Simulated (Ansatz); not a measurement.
Two isomers of CH6BFOSi: A = `CB(F)[SiH2]O`, B = `O[SiH2]CBF`.

Isolated molecules relaxed with PBE0-D4/def2-TZVP in Ansatz; ΔE leaves out vibrations. CCSD(T)/CBS is the MP2 limit (def2-TZVPP, def2-QZVPP) plus CCSD(T) − MP2 in def2-TZVPP, frozen cores. DFT in def2-TZVPP. B3LYP here is the variant with VWN-RPA as its local correlation; programs differ in this. One conformer a species, not always the lowest.

Which isomer does CCSD(T)/CBS put lower? Give the gap. (Best estimate.)

Ansatz gave: B, by 51.1 kJ/mol.

Give E(B) − E(A) in kJ/mol with B2PLYP, ωB97M-V, B3LYP-D4, HF/def2-TZVPP, MP2/def2-TZVPP, PBE0-D4, CCSD(T)/def2-TZVPP. (An estimate is asked.)

The calculation gave: B2PLYP -49.2, ωB97M-V -53.3, B3LYP-D4 -46.1, HF/def2-TZVPP -51.6, MP2/def2-TZVPP -58.4, PBE0-D4 -44.5, CCSD(T)/def2-TZVPP -50.7. None reverses the order clearly.

Largest T1 diagnostic: 0.013.

From PBE to PBE0 (25 % exact exchange), in def2-TZVPP and without D4, E(B) − E(A) moves by −5.1 kJ/mol.
